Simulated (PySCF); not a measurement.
## Functional benchmark on one molecule

Molecule: SMILES C(=C)[Si](C)(C)C, C$_{5}$H$_{12}$Si.

Atom-mapped SMILES (the numbers label the heavy atoms): `[CH2:1]=[CH:2][Si:3]([CH3:4])([CH3:5])[CH3:6]` (H(Xn): hydrogen on atom n). Ha(C1) is cis to Si3; Hb(C1) is trans to Si3.

Geometry PBE0-D3(BJ)/def2-SVP throughout; GIAO in PySCF 2.14.0 with density-fitted response routines, gas phase, one conformer, non-relativistic; equivalent atoms averaged; basis pcSseg-1.

Reference values (measured; solution, not stated per compound (mostly CDCl3 or CCl4); Pretsch, Buehlmann, Badertscher, Structure Determination of Organic Compounds, 4th ed. (2009)): δ(H(C2)) = 6.11 ppm, δ(Hb(C1)) = 5.88 ppm, δ(Ha(C1)) = 5.63 ppm. Computed shifts are taken against TMS, calculated as an isolated molecule at each level.

How do the functionals HF, LDA, PBE, BLYP, BP86, OPBE, KT2, KT3, B97-D, B3LYP, PBE0, mPW1PW91, WP04, B97-2, BHandHLYP, CAM-B3LYP, wB97X-D, LC-wPBE perform against the reference? Times are CPU seconds on shared hosts with different chips, so compare them loosely.

Results:


| functional | kind | H(C2) | Hb(C1) | Ha(C1) | mean abs. error H | core-s |
| --- | --- | --- | --- | --- | --- | --- |
| HF | Hartree–Fock | 6.16 | 6.07 | 5.87 | 0.16 | 7.2 |
| LDA | LDA | 6.62 | 6.26 | 6.02 | 0.43 | 19 |
| PBE | GGA | 6.41 | 6.16 | 5.89 | 0.28 | 24 |
| BLYP | GGA | 6.27 | 6.01 | 5.76 | 0.14 | 24 |
| BP86 | GGA | 6.38 | 6.13 | 5.88 | 0.26 | 24 |
| OPBE | GGA | 6.41 | 6.25 | 5.95 | 0.33 | 25 |
| KT2 | GGA | 6.15 | 5.97 | 5.69 | 0.06 | 46 |
| KT3 | GGA | 6.09 | 5.96 | 5.66 | 0.04 | 44 |
| B97-D | GGA | 6.23 | 6.03 | 5.78 | 0.14 | 44 |
| B3LYP | global hybrid | 6.27 | 6.04 | 5.81 | 0.17 | 27 |
| PBE0 | global hybrid | 6.38 | 6.18 | 5.93 | 0.29 | 18 |
| mPW1PW91 | global hybrid | 6.34 | 6.16 | 5.91 | 0.26 | 26 |
| WP04 | global hybrid | 5.89 | 5.77 | 5.55 | 0.14 | 35 |
| B97-2 | global hybrid | 6.28 | 6.11 | 5.86 | 0.21 | 32 |
| BHandHLYP | global hybrid | 6.22 | 6.05 | 5.83 | 0.16 | 32 |
| CAM-B3LYP | range-separated hybrid | 6.30 | 6.08 | 5.87 | 0.21 | 23 |
| wB97X-D | range-separated hybrid | 6.32 | 6.15 | 5.93 | 0.26 | 44 |
| LC-wPBE | range-separated hybrid | 6.41 | 6.25 | 6.03 | 0.36 | 56 |

For ¹H the closest is KT3 (0.04 ppm, with KT2 practically level) and the furthest LDA (0.43 ppm). One molecule is a small sample, and vibrational and solvent effects are absent from the calculation.
